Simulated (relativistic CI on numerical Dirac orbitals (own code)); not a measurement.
**Radial parameters of Hg13+**

Method of calculation: Dirac-Coulomb-Breit CI, separate exchange-only KLI orbitals for each configuration, model QED (radiative potential, 1s self-energy scaled to tabulated hydrogen-like ionisation energies), unscaled Slater integrals (own radial code, finite nucleus).

Slater integrals F^k, G^k are unscaled and averaged over j, outside the closed core [Kr] 4d10; ζ comes from projecting the Hamiltonian with its Breit term on Σ l·s of the shell.

- 4f14 5s2 5p5: ζ(5p) = 120030 cm⁻¹; <r>(5p) = 0.9415, <r^2>(5p) = 0.9905 (bohr units).
- 4f14 5s2 5p4 5d: F^2(5p,5p) = 113680, ζ(5p) = 120800, F^2(5p,5d) = 102130, G^1(5p,5d) = 125850, G^3(5p,5d) = 80025, ζ(5d) = 11337 cm⁻¹; <r>(5p) = 0.9399, <r^2>(5p) = 0.9872, <r>(5d) = 1.086, <r^2>(5d) = 1.323 (bohr units).
- 4f13 5s2 5p6: ζ(4f) = 9389.9 cm⁻¹; <r>(4f) = 0.4647, <r^2>(4f) = 0.2564 (bohr units).

In this model ζ of a weakly bound d, f or g electron outside closed shells comes out too small, for d by up to a factor of two or three and at times with the wrong sign; that of an outer p electron is too small as well.

Averages of the first 10 configurations, taken without configuration mixing, which lowers the lowest level and can move excited configurations by several eV; other configurations of the list can lie among them:

```csv
Configuration,Parity,States,Average energy above the lowest level (eV)
4f14 5s2 5p5,odd,6,8.2
4f14 5s 5p6,even,2,70.8
4f14 5s2 5p4 5d,even,150,81.6
4f13 5s2 5p6,odd,14,59.5
4f14 5s 5p5 5d,odd,120,142.2
4f14 5s2 5p4 5f,odd,210,154.9
4f14 5s2 5p4 5g,even,270,203.8
4f14 5s2 5p4 6s,even,30,129.9
4f14 5s 5p5 5f,even,168,216.0
4f13 5s2 5p5 5d,even,840,133.5
```
